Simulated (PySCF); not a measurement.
**A thermochemical cycle for SeCl**

r²SCAN in PySCF with x2c-SVPall on every atom, spin-free X2C, for the lowest determinant that a PBE0 search found; no spin–orbit coupling. SeCl, a doublet (π ↑), has De = 2.74 eV to neutral atoms, and SeCl⁺, a triplet (π ↑↑), has De = 3.18 eV to Se⁺ + Cl.

The adiabatic ionisation energy of SeCl, between the minima, is 9.22 eV.

**Question.** Which ionisation energy of the Se atom does this level give?

**Answer.** IE(Se) = IE(molecule) + De(ion) − De(neutral) = 9.22 + 3.18 − 2.74 = 9.66 eV; the measured value is 9.752 eV (NIST ASD).

Spin–orbit coupling is left out. For an ion De counts to the pair picked by the measured ionisation energies or electron affinities, which need not be the lowest pair at this level. States were picked by a PBE0 search and need not be the measured ground states.
